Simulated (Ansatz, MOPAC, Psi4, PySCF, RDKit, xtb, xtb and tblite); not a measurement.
Relaxed torsion scan: C8H6O2, SMILES c1coc(-c2ccco2)c1. Scanned: dihedral O3–C4–C5–O9; all other coordinates were relaxed at B3LYP-D3(BJ)/def2-SVP. Points at φ and −φ are mirror images.

Geometry of the scan point at -165° (Å):
```
16

C      2.8588    -0.7649    -0.2746
C      2.7966     0.6006    -0.2722
O      1.5034     1.0136    -0.2157
C      0.7180    -0.0993    -0.1916
C     -0.7058     0.1023    -0.1114
C     -1.5061     1.2077    -0.2793
C     -2.8471     0.7676    -0.0356
C     -2.7635    -0.5636     0.2630
O     -1.4689    -0.9745     0.2262
C      1.5042    -1.2269    -0.2206
H      3.7608    -1.3714    -0.3123
H      3.5473     1.3851    -0.3037
H     -1.1674     2.2047    -0.5478
H     -3.7549     1.3652    -0.0794
H     -3.4984    -1.3229     0.5146
H      1.1472    -2.2532    -0.2085
```

Levels of theory: GFN2-xTB, on its own relaxed geometries (the stored frames are those of B3LYP-D3(BJ)/def2-SVP) (xtb and tblite); MMFF94 // B3LYP-D3(BJ)/def2-SVP (RDKit); B3LYP/def2-TZVP // B3LYP-D3(BJ)/def2-SVP (Psi4); B3LYP-D3(BJ)/def2-TZVP // B3LYP-D3(BJ)/def2-SVP (Psi4); PBE/def2-TZVP // B3LYP-D3(BJ)/def2-SVP (Psi4); PBE-D3(BJ)/def2-TZVP // B3LYP-D3(BJ)/def2-SVP (Psi4); M06-2X/def2-TZVP // B3LYP-D3(BJ)/def2-SVP (Psi4); RHF/cc-pVDZ // B3LYP-D3(BJ)/def2-SVP (Ansatz, a first-principles code); MP2/cc-pVDZ = Ansatz with MP2 on RHF/cc-pVDZ, frozen core // B3LYP-D3(BJ)/def2-SVP; CCSD/cc-pVDZ = CCSD on RHF/cc-pVDZ, frozen core // B3LYP-D3(BJ)/def2-SVP run with Ansatz; CCSD(T)/cc-pVDZ = CCSD(T) on RHF/cc-pVDZ, frozen core // B3LYP-D3(BJ)/def2-SVP run with Ansatz; RHF/cc-pVTZ // B3LYP-D3(BJ)/def2-SVP (Ansatz); MP2/cc-pVTZ = Ansatz with MP2 on RHF/cc-pVTZ, frozen core // B3LYP-D3(BJ)/def2-SVP; UFF // B3LYP-D3(BJ)/def2-SVP (RDKit); AM1, restricted, heats of formation // B3LYP-D3(BJ)/def2-SVP (MOPAC); PM7, restricted, heats of formation // B3LYP-D3(BJ)/def2-SVP (MOPAC); GFN1-xTB // B3LYP-D3(BJ)/def2-SVP (xtb); RKS-B3LYP/6-31G* = restricted B3LYP/6-31G*, spherical d, density fitting // B3LYP-D3(BJ)/def2-SVP (PySCF 2.14.0); RHF/LANL2DZ = restricted Hartree-Fock/LANL2DZ, density fitting // B3LYP-D3(BJ)/def2-SVP in PySCF; RKS-M06-2X/6-31G* = PySCF 2.14.0 with restricted M06-2X/6-31G*, spherical d, density fitting // B3LYP-D3(BJ)/def2-SVP; RHF/3-21G = restricted Hartree-Fock/3-21G, density fitting // B3LYP-D3(BJ)/def2-SVP in PySCF.

Least-squares fit of E(φ) = a0 + Σ (a_n cos nφ + b_n sin nφ), n = 1 to 4, to the 12 scan points, in kJ/mol above the lowest point of each profile (levels whose profile four harmonics don't fit are not listed):

```json
[
 {"method": "GFN2-xTB", "a0": "10.76", "a1": "1.30", "b1": "0.00", "a2": "-10.91", "b2": "0.00", "a3": "0.43", "b3": "0.00", "a4": "0.50", "b4": "0.00", "rms of fit": "0.00"},
 {"method": "MMFF94", "a0": "14.05", "a1": "3.63", "b1": "0.00", "a2": "-12.49", "b2": "0.00", "a3": "0.49", "b3": "0.00", "a4": "1.11", "b4": "0.00", "rms of fit": "0.19"},
 {"method": "B3LYP/def2-TZVP", "a0": "10.06", "a1": "1.62", "b1": "0.00", "a2": "-8.69", "b2": "0.00", "a3": "1.80", "b3": "0.00", "a4": "0.63", "b4": "0.00", "rms of fit": "0.04"},
 {"method": "B3LYP-D3(BJ)/def2-TZVP", "a0": "10.26", "a1": "1.54", "b1": "0.00", "a2": "-9.01", "b2": "0.00", "a3": "1.83", "b3": "0.00", "a4": "0.67", "b4": "0.00", "rms of fit": "0.03"},
 {"method": "PBE/def2-TZVP", "a0": "9.84", "a1": "1.33", "b1": "0.00", "a2": "-8.97", "b2": "0.00", "a3": "1.59", "b3": "0.00", "a4": "0.70", "b4": "0.00", "rms of fit": "0.03"},
 {"method": "PBE-D3(BJ)/def2-TZVP", "a0": "9.94", "a1": "1.29", "b1": "0.00", "a2": "-9.14", "b2": "0.00", "a3": "1.61", "b3": "0.00", "a4": "0.72", "b4": "0.00", "rms of fit": "0.02"},
 {"method": "M06-2X/def2-TZVP", "a0": "9.90", "a1": "1.64", "b1": "0.00", "a2": "-8.38", "b2": "0.00", "a3": "1.95", "b3": "0.00", "a4": "0.66", "b4": "0.00", "rms of fit": "0.03"},
 {"method": "RHF/cc-pVDZ", "a0": "12.00", "a1": "2.65", "b1": "0.00", "a2": "-8.92", "b2": "0.00", "a3": "2.78", "b3": "0.00", "a4": "0.50", "b4": "0.00", "rms of fit": "0.01"},
 {"method": "MP2/cc-pVDZ", "a0": "8.32", "a1": "2.07", "b1": "0.00", "a2": "-6.26", "b2": "0.00", "a3": "1.62", "b3": "0.00", "a4": "0.54", "b4": "0.00", "rms of fit": "0.06"},
 {"method": "CCSD/cc-pVDZ", "a0": "9.04", "a1": "2.50", "b1": "0.00", "a2": "-6.28", "b2": "0.00", "a3": "1.99", "b3": "0.00", "a4": "0.45", "b4": "0.00", "rms of fit": "0.04"},
 {"method": "CCSD(T)/cc-pVDZ", "a0": "8.95", "a1": "2.45", "b1": "0.00", "a2": "-6.32", "b2": "0.00", "a3": "1.88", "b3": "0.00", "a4": "0.47", "b4": "0.00", "rms of fit": "0.04"},
 {"method": "RHF/cc-pVTZ", "a0": "10.93", "a1": "1.95", "b1": "0.00", "a2": "-8.42", "b2": "0.00", "a3": "2.82", "b3": "0.00", "a4": "0.50", "b4": "0.00", "rms of fit": "0.03"},
 {"method": "MP2/cc-pVTZ", "a0": "7.73", "a1": "1.47", "b1": "0.00", "a2": "-6.25", "b2": "0.00", "a3": "1.63", "b3": "0.00", "a4": "0.58", "b4": "0.00", "rms of fit": "0.08"},
 {"method": "UFF", "a0": "19.56", "a1": "-4.56", "b1": "0.00", "a2": "-18.89", "b2": "0.00", "a3": "0.70", "b3": "0.00", "a4": "1.71", "b4": "0.00", "rms of fit": "0.41"},
 {"method": "AM1", "a0": "4.69", "a1": "-0.56", "b1": "0.00", "a2": "-5.20", "b2": "0.00", "a3": "0.38", "b3": "0.00", "a4": "0.18", "b4": "0.00", "rms of fit": "0.00"},
 {"method": "PM7", "a0": "3.92", "a1": "0.34", "b1": "0.00", "a2": "-4.19", "b2": "0.00", "a3": "0.03", "b3": "0.00", "a4": "0.17", "b4": "0.00", "rms of fit": "0.06"},
 {"method": "GFN1-xTB", "a0": "15.10", "a1": "3.98", "b1": "0.00", "a2": "-12.83", "b2": "0.00", "a3": "0.53", "b3": "0.00", "a4": "0.44", "b4": "0.00", "rms of fit": "0.04"},
 {"method": "RKS-B3LYP/6-31G*", "a0": "10.80", "a1": "2.10", "b1": "0.00", "a2": "-9.20", "b2": "0.00", "a3": "1.66", "b3": "0.00", "a4": "0.75", "b4": "0.00", "rms of fit": "0.02"},
 {"method": "RHF/LANL2DZ", "a0": "13.83", "a1": "5.22", "b1": "0.00", "a2": "-8.40", "b2": "0.00", "a3": "2.54", "b3": "0.00", "a4": "0.59", "b4": "0.00", "rms of fit": "0.05"},
 {"method": "RKS-M06-2X/6-31G*", "a0": "10.30", "a1": "1.94", "b1": "0.00", "a2": "-8.73", "b2": "0.00", "a3": "1.79", "b3": "0.00", "a4": "0.81", "b4": "0.00", "rms of fit": "0.03"},
 {"method": "RHF/3-21G", "a0": "16.93", "a1": "4.98", "b1": "0.00", "a2": "-11.93", "b2": "0.00", "a3": "2.83", "b3": "0.00", "a4": "0.41", "b4": "0.00", "rms of fit": "0.04"}
]
```
